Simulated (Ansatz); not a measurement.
Input for Ansatz (a quantum-chemistry and plane-wave program): U-B2PLYP/def2-TZVPP on CdSi, 2S+1 = 3, a spin state set in the input, which need not be the lowest, a point of a bond scan (R = 2.574 Å). Elements past Kr take the def2 small-core potentials; no spin–orbit coupling.

Ansatz 0.2 input:
```yaml
crystal:
  periodic: [false, false, false]
  atoms:
    - {symbol: Cd, position_ang: [0.00000000, 0.00000000, 0.00000000]}
    - {symbol: Si, position_ang: [0.00000000, 0.00000000, 2.57437400]}
basis:
  gaussian:
    orbitals: def2-TZVPP
    pivot_positions_ang: [[0.00000000, 0.00000000, 0.00000000], [0.00000000, 0.00000000, 2.57437400]]
hamiltonian:
  xc: {name: B2PLYP}
magnetization: {spin_polarized: true, initial_magnetization: 2}
correlation: {electrons: valence}
output: {orbitals: {seedname: ./end}}
```

Output:

```
WARN ansatz: RAYON_NUM_THREADS=2 ignored (pool sized by the plan → 2); use --threads N
Functional definition: B2PLYP
integrals: 0.06 GiB planned
701 factors; integrals over basis functions are off by at most 4.1e-4 eV
mean field: 0.42 GiB planned
mean field evaluation 1: about -12427.5793 eV, gradient 9.9e0 eV
mean field evaluation 2: about -12427.6608 eV, gradient 9.8e0 eV
mean field evaluation 4: about -12428.3341 eV, gradient 8.3e-1 eV
mean field evaluation 8: about -12428.3471 eV, gradient 9.3e-2 eV
mean field evaluation 16: about -12428.3485 eV, gradient 3.9e-3 eV
mean field evaluation 32: about -12428.3354 eV, gradient 9.6e-1 eV
mean field -12428.34848940 eV, -456.7333827483 hartree, gradient 7.0e-6 eV, S^2 2.031589; 6 other end points of the search recorded, 0 dependent functions left out
5 core orbitals not correlated, not the lowest: weight in the atoms' cores, before any rotation towards them, 1.000 or more for the frozen orbitals, at most 0.000 for the correlated occupied ones
reference -12428.34859932 eV, -456.7333867877 hartree; 13, 11 occupied and 80, 82 virtual orbitals, 701 factors
second order -24.92031055 eV of doubles, -0.00000000 eV of singles
Total energy: -12435.07708317 eV, -456.9806540083 hartree
```

The run converged.

Cost: very roughly 10 core-seconds.
